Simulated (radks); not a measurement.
Species: Mn10+. Configuration: [Ne] 3s2 3p3 (the NIST ground configuration).

Calculated with a radial shooting solver on a logarithmic mesh with Libxc functionals: Dirac Kohn-Sham, PBE, spin-unpolarised, spherical densities, finite nucleus; open shells fill j = l - 1/2 first; Fermi nuclear charge, rms radius 3.7057 fm.

Energy parts (hartree):
| part | energy |
|---|---|
| total | -1119.26351 |
| kinetic | 1134.60425 |
| electron-nucleus | -2530.42514 |
| Hartree | 320.90771 |
| exchange-correlation | -44.35033 |

Orbitals (lengths in bohr, moments of r in powers of bohr; <r^-3> diverges for s and p1/2):
| orbital | occ. | eigenvalue (hartree) | <r^-3> | <r> | <r^2> |
|---|---|---|---|---|---|
| 1s1/2 | 2 | -245.7590 | - | 0.06090 | 0.004988 |
| 2s1/2 | 2 | -36.65096 | - | 0.2777 | 0.09098 |
| 2p1/2 | 2 | -32.77390 | - | 0.2434 | 0.07280 |
| 2p3/2 | 4 | -32.38642 | 413.3 | 0.2463 | 0.07439 |
| 3s1/2 | 2 | -11.01737 | - | 0.7547 | 0.6481 |
| 3p1/2 | 2 | -9.83937 | - | 0.7560 | 0.6590 |
| 3p3/2 | 1 | -9.77117 | 73.11 | 0.7612 | 0.6677 |

The highest occupied level is 3p3/2 at -265.89 eV. Summed over all electrons, <r^2> = 3.917 bohr^2, which gives a Langevin (diamagnetic) susceptibility term of -3.1 x 10^-6 cm^3/mol.
